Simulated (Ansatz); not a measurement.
Ansatz (a program for electronic structure) input (PBE-QIDH/def2-TZVPD):

Ansatz 0.2 input:
```yaml
crystal:
  periodic: [false, false, false]
  atoms:
    - {symbol: Mg, position_ang: [-0.68723302, -0.39657879, -0.55185533]}
    - {symbol: C, position_ang: [0.82702117, 0.47724577, 0.66410668]}
    - {symbol: H, position_ang: [1.35091169, -0.29807269, 1.22862997]}
    - {symbol: H, position_ang: [0.38288599, 1.18534381, 1.36810077]}
    - {symbol: H, position_ang: [1.55087151, 1.00819971, 0.04089311]}
basis:
  gaussian:
    orbitals: def2-TZVPD
hamiltonian:
  xc: {name: PBE-QIDH}
magnetization: {spin_polarized: true, initial_magnetization: 1}
correlation: {electrons: outside_noble_gas}
```

End of the output:

```
integrals: 0.05 GiB planned
765 factors; integrals over basis functions are off by at most 1.0e-3 eV
mean field: 0.37 GiB planned
mean field evaluation 1: about -6516.5414 eV, gradient 2.7e1 eV
mean field evaluation 2: about -6516.5490 eV, gradient 2.7e1 eV
mean field evaluation 4: about -6520.4836 eV, gradient 1.7e0 eV
mean field evaluation 8: about -6520.5489 eV, gradient 1.6e-1 eV
mean field evaluation 16: about -6520.5503 eV, gradient 1.5e-3 eV
mean field -6520.55031608 eV, -239.6258043282 hartree, gradient 3.9e-6 eV, S^2 0.758798; 0 other end points of the search recorded, 0 dependent functions left out
6 core orbitals not correlated
reference -6520.55033159 eV, -239.6258048981 hartree; 5, 4 occupied and 88, 89 virtual orbitals, 765 factors
second order -6.19584197 eV of doubles, -0.00000000 eV of singles
Total energy: -6522.61561224 eV, -239.7017025623 hartree
```

It need not be the lowest isomer of its formula.
